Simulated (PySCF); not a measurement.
Si(NMe2)(SiH3) (C2H9NSi2), SMILES CN(C)[Si][SiH3] (connectivity only; charge and spin as stated), neutral, multiplicity 1.

Geometry: ωB97X-D3(BJ)/def2-SVP. One conformer was computed; it need not be the lowest.

Level of theory: TDDFT-PBE/def2-SVPD in PySCF 2.14.0.

Vertical excitations.  State labels are in the subgroup Cs.

Computed excitation energies, oscillator strengths and character:
| state | symmetry | energy (eV) | λ (nm) | f | main pairs |
|---|---|---|---|---|---|
| S1 | A" | 2.60 | 478 | 0.004 | HOMO→LUMO 100 % |
| S2 | A' | 4.51 | 275 | 0.079 | HOMO−1→LUMO 73 %, HOMO→LUMO+1 19 % |
| S3 | A' | 4.70 | 264 | 0.090 | HOMO→LUMO+1 39 %, HOMO→LUMO+2 37 %, HOMO−1→LUMO 21 % |
| S4 | A' | 4.99 | 249 | 0.107 | HOMO→LUMO+2 56 %, HOMO→LUMO+1 35 % |
| S5 | A" | 5.26 | 236 | 0.000 | HOMO−2→LUMO 79 %, HOMO−3→LUMO 16 % |
| S6 | A' | 5.33 | 233 | 0.125 | HOMO→LUMO+3 94 % |
| S7 | A" | 5.52 | 225 | 0.001 | HOMO−3→LUMO 66 %, HOMO→LUMO+5 28 % |
| S8 | A' | 5.59 | 222 | 0.024 | HOMO→LUMO+4 89 % |
| S9 | A' | 5.68 | 218 | 0.003 | HOMO−4→LUMO 66 %, HOMO→LUMO+6 26 % |
| S10 | A" | 5.84 | 212 | 0.011 | HOMO−1→LUMO+1 41 %, HOMO→LUMO+5 37 %, HOMO−3→LUMO 9 %, HOMO−2→LUMO 7 % |
| T1 | A" | 1.74 | 713 | 0 | HOMO→LUMO 99 % |
| T2 | A' | 3.16 | 392 | 0 | HOMO−1→LUMO 99 % |
| T3 | A' | 3.90 | 318 | 0 | HOMO→LUMO+1 94 % |
| T4 | A" | 4.59 | 270 | 0 | HOMO−2→LUMO 87 % |
Triplets are in the Tamm–Dancoff approximation, which puts them higher than full response would, so one can lie above its singlet here.
